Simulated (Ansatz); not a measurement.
Total energies of the cluster Mg₄H₆ (the lowest singlet isomer of a short search) from Ansatz at PBE-D4/def2-TZVPD, gas phase (1 Eh = 27.2114 eV = 2625.5 kJ/mol). The reference geometry is relaxed at r2SCAN-D4/def2-SVP.

Cartesian coordinates in Å:
```
Mg -0.496 -0.512 -1.257
Mg -2.768 -0.894 0.663
Mg -0.824 1.050 1.155
Mg 1.878 0.210 0.256
H 3.449 -0.244 0.764
H -2.012 -1.543 -1.052
H 0.018 -0.682 0.617
H -1.361 1.025 -0.663
H 1.243 -0.085 -1.586
H 0.873 1.676 1.103
```

```
                 state   geometry  energy (Eh)
      charge 0 singlet  reference   -803.38317
     charge -1 doublet  reference   -803.42643
free Mg atom (singlet)          –   -199.94298
 free H atom (doublet)          –     -0.49962
```

Question: Work out the vertical electron affinity, to the doublet.

Answer: E(charge 0 singlet) − E(charge -1 doublet) = -803.38317 − (-803.42643) = 0.04326 Eh = 1.18 eV.

Question: What is the binding energy per atom against free atoms?

Answer: Atoms: 4 × (-199.94298) + 6 × (-0.49962) = -802.76964 Eh. Binding: -802.76964 − (-803.38317) = 0.61353 Eh = 16.70 eV, or 1.67 eV for each of 10 atoms (no zero-point energy, no counterpoise term).

The restricted singlet is unstable towards broken spin symmetry in Hartree–Fock (as tested in another run); at PBE-D4/def2-TZVPD this wasn't settled. At PBE-D4/def2-TZVPD the highest occupied level of the charge -1 doublet lies above zero (up to 0.68 eV). By energy differences its removal costs 1.18 eV (vertical, to the charge 0 singlet, at PBE-D4/def2-TZVPD); a positive level beside a positive removal energy at the same level points to self-interaction error. 

The structure comes from a short search, and lower isomers may exist.
